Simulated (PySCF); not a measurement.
C₁₀H₇N₃, SMILES N1C=CC2=CC=CC3=NC=CC=1N32.

The structure is a stationary point at B3LYP-D3(BJ)/def2-SVP.

Method: B3LYP/def2-SVP in PySCF.

The molecule is in vacuum.

The total energy comes out as -549.12544 hartree and the point group is Cs. The highest occupied level is -5.00 eV, the lowest empty level is -2.18 eV and the orbital gap is 2.82 eV. The dipole moment is 2.29 D and the quadrupole, principal values (traceless, Buckingham form, about the centre of nuclear charge) is -5.94, -4.34, 10.28 D·Å. The mean static polarisability is 131.0 bohr³ (19.42 Å³) and the polarisability, principal values comes out as 50.7, 168.4, 174.0 bohr³.
